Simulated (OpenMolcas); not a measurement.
**N+, P+, As+, Sb+, Bi+: ns² np² down the group**

```json
{
  "Program": "OpenMolcas",
  "Method": "CASSCF",
  "Basis": "ANO-R3",
  "Scalar Hamiltonian": "X2C, finite nucleus",
  "Spin-orbit coupling": "RASSI with atomic mean-field integrals over the reference wave functions, term energies averaged over their components"
}
```

Active space for each ion: 2 electrons in 3 orbitals (p).

Computed levels in cm-1 above ³P₀:

```json
{"Level": "³P₁", "N+": "47.1", "P+": "146", "As+": "900", "Sb+": "2466", "Bi+": "10649"}
{"Level": "³P₂", "N+": "140", "P+": "424", "As+": "2285", "Sb+": "5161", "Bi+": "15459"}
{"Level": "¹D₂", "N+": "17793", "P+": "11618", "As+": "12494", "Sb+": "14264", "Bi+": "30480"}
{"Level": "¹S₀", "N+": "43844", "P+": "28340", "As+": "28389", "Sb+": "28408", "Bi+": "43869"}
{"Level": "weight of ³P in the lowest level (%)", "N+": "100", "P+": "100", "As+": "99", "Sb+": "97", "Bi+": "88"}
```

Mixed levels, with the weight of the term that names them: Bi+ ³P₂ (63 %), Bi+ ¹D₂ (63 %).

Measured, with the error of the calculation in %. Measured levels: N+, P+, As+, Sb+ from NIST Handbook of Basic Atomic Spectroscopic Data.

```csv
Level,N+,P+,As+,Sb+
³P₁,48.7 (-3.1),165 (-11.3),1063 (-15.3),3055 (-19.3)
³P₂,131 (+7.4),469 (-9.6),2541 (-10.1),5658 (-8.8)
¹D₂,15316 (+16.2),8882 (+30.8),10096 (+23.8),12790 (+11.5)
¹S₀,32689 (+34.1),21576 (+31.4),22599 (+25.6),23906 (+18.8)
```

The fine-structure level ³P₂ changes by a factor of 110 from N+ to Bi+.

Without spin-orbit coupling ¹D lies 17699, 11328, 10740, 9478, 9113 cm-1 above ³P in that order; the difference to the level ¹D₂, of either sign, comes from spin-orbit coupling, which also lowers the zero.

With the s shell closed, the reference lacks s² → p² mixing. Without dynamic correlation excited terms often stand tens of per cent too high (terms of higher spin than the ground term too low), and those without a measured partner can miss by more than the paired ones (holds for N+; P+; As+). Measured partners are found by configuration, term and J. A level has none where our copy of the source lacks it or the pairing is in doubt (some pairs that miss far off the trend of their configuration count as doubtful), and it then counts in no deviation. Levels of configurations outside the active space are missing.
